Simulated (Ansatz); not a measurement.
The cluster Ga₄F₅. Total charge 0; doublet. Geometry PBE0-D4/def2-SVP, that of the charge +1 singlet.

```tsv
atom	x (Å)	y (Å)	z (Å)
Ga1	1.9255	-1.2857	1.3505
Ga2	1.2628	2.3558	0.1972
Ga3	1.1259	-0.5456	-2.3703
Ga4	-1.3282	-0.1616	0.2532
F5	1.5959	0.1944	-0.3047
F6	-3.0048	-0.3649	0.5736
F7	-0.1694	-1.1206	1.2926
F8	-0.7515	-0.6008	-1.4250
F9	-0.6562	1.5290	0.4329
```

At PBE-D4/def2-TZVP, r2SCAN-D4/def2-TZVP an occupied level lies above an empty one. At PBE-D4/def2-TZVP, r2SCAN-D4/def2-TZVP the gap within one spin of the charge 0 doublet nearly closes, so an electron or hole may be smeared out by delocalisation error. The structure comes from a short search, and lower isomers may exist.

(1) Estimate the α-spin orbital energies around the gap (eV) in Ansatz with PBE-D4/def2-TZVP, r2SCAN-D4/def2-TZVP, PBE0-D4/def2-TZVP.

## Answers

(1) 
```tsv
orbital	PBE-D4/def2-TZVP	r2SCAN-D4/def2-TZVP	PBE0-D4/def2-TZVP
HOMO−5	-9.39	-9.94	-11.48
HOMO−4	-9.19	-9.76	-11.22
HOMO−3	-7.81	-8.13	-8.93
HOMO−2	-7.09	-7.42	-8.18
HOMO−1	-6.70	-6.95	-7.61
HOMO	-2.81	-3.05	-3.27
LUMO	-2.99	-3.11	-2.50
LUMO+1	-2.54	-2.27	-1.67
LUMO+2	-1.90	-1.72	-1.16
LUMO+3	-1.66	-1.72	-1.09
LUMO+4	-1.30	-1.09	-0.59
LUMO+5	-1.02	-0.76	-0.19
β HOMO	-6.47	-6.68	-7.28
β LUMO	-2.59	-2.47	-1.98
```
